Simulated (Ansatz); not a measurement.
Ideal-gas functions of CH3AlClFSi, SMILES `F[Si]1(Cl)[CH2][AlH]1` at 500 K and 1 bar, from an Ansatz frequency run at PBE0-D4/def2-TZVP.

Molar mass 124.55 g/mol, point group C1 (symmetry number 1), electronic degeneracy 1, moments of inertia 144.704, 278.362, 358.308 u Å². Harmonic wavenumbers (cm⁻¹, unscaled): 91, 170, 221, 230, 331, 401, 427, 453, 556, 575, 747, 784, 858, 915, 1332, 1935, 2959, 3146.

Use S(trans) = R[1.5 ln M + 2.5 ln T − 1.1517]; rotational temperatures θ = 24.2544 K / I; S(rot) = R[ln(√π/σ · √(T³/θAθBθC)) + 1.5]; for each mode x = 1.438777 ν̃/T, S = R[x/(eˣ − 1) − ln(1 − e⁻ˣ)] and H = RT x/(eˣ − 1); 1 cm⁻¹ = 0.0119627 kJ/mol; R = 8.31446 J/(mol·K).

Q: By hand: the entropy, in J/(mol·K).

A: Translation 179.8. Rotation: θ = 0.1676, 0.0871, 0.0677 K, giving 123.5. Vibration, mode by mode: 19.48, 14.34, 12.22, 11.90, 9.03, 7.57, 7.11, 6.68, 5.24, 5.02, 3.39, 3.12, 2.63, 2.32, 0.89, 0.21, 0.02, 0.01, in all 111.1. Electronic 0.0. Sum 414.4 J/(mol·K).

Q: By hand: H − E and G − E in kJ/mol, counted from the electronic energy.

A: Zero-point energy ½ × 16131 × 0.0119627 = 96.5; thermal vibration 29.4; translation, rotation and pV give 4 RT = 16.6. H − E = 142.5 kJ/mol, and G − E = 142.5 − 500 × 414.4/1000 = -64.7 kJ/mol.

Vibration gives 27 % of the entropy, 19.5 J/(mol·K) of it from the mode under 150 cm⁻¹: soft modes count most, and the harmonic formula is weakest for them. The sum counts one conformer and one mirror image; others add a mixing term.
